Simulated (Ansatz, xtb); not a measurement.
**C4H4BrNS: which of two isomers lies lower**

Structure X is `Cc1nscc1Br`, a singlet and structure Y is `Cc1nc(Br)cs1`, a singlet. Both are isolated molecules in the gas phase, relaxed with B3LYP-D3(BJ)/def2-SVP.

Energies in hartree; the thermal terms are from GFN2-xTB frequencies at re-optimised GFN2-xTB minima (ideal gas, soft modes damped towards free rotors, one conformer each, 298.15 K, 1 atm) and include the zero-point energy:

|  | X | Y |
| --- | --- | --- |
| E, CCSD(T)/def2-SVP | −3178.700534 | −3178.708580 |
| E, MP2/def2-SVP | −3178.624770 | −3178.632932 |
| E, MP2/def2-TZVPP | −3179.558366 | −3179.560737 |
| zero-point energy | 0.070959 | 0.070803 |
| H(298 K) − E | 0.079075 | 0.079063 |
| G(298 K) − E | 0.037888 | 0.037419 |

Q: Correct the CCSD(T) difference for the basis set by the MP2 change, then work out ΔE, ΔE₀, ΔH and ΔG for X → Y in kcal/mol (1 Eh = 627.51 kcal/mol) and the equilibrium ratio [Y]/[X].

A: 1. Differences Y − X: CCSD(T) −0.008046, MP2 in the small set −0.008162, MP2 in the large set −0.002371 Eh.
2. ΔE = −0.008046 + (−0.002371 − (−0.008162)) = −0.002255 Eh = −1.42 kcal/mol.
3. ΔE₀ = ΔE + ΔZPE = −0.002255 + (−0.000156) Eh = −1.51 kcal/mol.
4. ΔH = ΔE + (−0.000012) Eh = −1.42 kcal/mol.
5. ΔG = ΔE + (−0.000469) Eh = −1.71 kcal/mol, so ΔS = (ΔH − ΔG)/T = +4.0 J/(mol K).
6. kT = 0.9442 mEh, so K = [Y]/[X] = exp(−ΔG/kT) = exp(+2.89) ≈ 18.

Structure Y is favoured at this temperature. An error of 1 kcal/mol in ΔG would change K by a factor of 5.4. The basis-set step is large, which makes the value less sure. Mirror images and further conformers aren't counted.

As drawn, Y has 1 C∷N, 1 C∷S in place of 1 N∷S, 1 C∷C (∷ is an aromatic bond).

Other levels gave ΔE = −2.5 (GFN2-xTB); −5.5 (HF/STO-3G, GFN2-xTB geometries); −5.6 (r2SCAN-D4/def2-SVP, GFN2-xTB geometries); −5.0 (B3LYP-D3(BJ)/def2-SVP); −6.7 (HF/def2-SVP); −5.1 (MP2/def2-SVP); −5.0 (CCSD(T)/def2-SVP) kcal/mol. The correlated steps freeze 19 core orbitals; the filled d shell of Br is correlated, in a basis made for valence electrons. Programs: Ansatz 0.2.0, xtb 6.7.1.
